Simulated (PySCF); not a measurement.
Worked example: chemical shift, span and skew from a shielding tensor

H₂O₄P, SMILES [O]P(=O)(O)O (connectivity only; charge and spin as stated), charge -1, multiplicity 1. Atoms are numbered in the order given.

```xyz
7

O      1.0195     0.8829    -0.8580
P      0.0000     0.0000    -0.1741
O     -1.0195    -0.8829    -0.8580
O      0.8355    -0.9928     0.8999
O     -0.8355     0.9928     0.8999
H      0.3137    -1.8010     0.9711
H     -0.3136     1.8010     0.9711
```
Charge -1, spin multiplicity 1.

Geometry optimised at B3LYP-D3(BJ)/def2-SVPD. The multiplicity is an assumed one; other spin states were not compared. The isomer is the one that the SMILES or the coordinates give; other isomers of the formula were not compared. Other conformers were not sampled.

GIAO shieldings from PBE/pcSseg-1 in PySCF, non-relativistic, no solvent. The symmetric part of the tensor of P2 has the principal values 170.9, 237.6, 468.0 ppm. The same nucleus in PH3 has σ = 576.8 ppm at this level (PySCF, at its B3LYP-D3(BJ)/def2-TZVP geometry).

Task: Work out the isotropic shielding, the ³¹P shift against PH3, the span and the skew.

Result: 
σ(iso) = (σ11 + σ22 + σ33)/3 = 292.2 ppm. δ = σ(ref) − σ(iso) = 576.8 − (292.2) = 284.6 ppm.
Span Ω = σ33 − σ11 = 297.1 ppm. Skew κ = 3(σ(iso) − σ22)/Ω = 0.55. Tumbling in solution averages the tensor to δ; in a static solid the shielding alone would spread this spin-1/2 line over Ω.
